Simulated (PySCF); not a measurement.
**Polarisability and C₆ of Ti (titanium, neutral)**

[Ar] 3d2 4s2, high-spin 3F determinant. Computed with PySCF 2.14 in aug-cc-pVQZ-DK (9s8p6d4f3g2h, 140 functions), with scalar relativity by spin-free X2C-1e. Coupled (time-dependent) response in atomic units; α is the mean over directions.

| method | mean α (bohr³) | C₆ (like pair) | S(−4) |
| --- | --- | --- | --- |
| r2SCANh | 109.7 | 1330 | 6443 |

S(−4) is the Cauchy moment in α(ω) = α(0) + S(−4) ω² + …

Reference α: 87 ± 10 bohr³ (recommended; Schwerdtfeger and Nagle, table of static dipole polarizabilities (2023 update)). Published C₆: 1044 (Chu and Dalgarno (2004); Tang, Norbeck and Certain (1976)).

α(iu) at r2SCANh:

```tsv
u (hartree)	α(iu) (bohr³)
0	109.7
0.0500	96.50
0.100	72.86
0.200	38.83
0.300	23.09
0.500	11.25
0.750	6.376
1.00	4.306
1.50	2.477
2.00	1.648
3.00	0.8917
5.00	0.3843
```
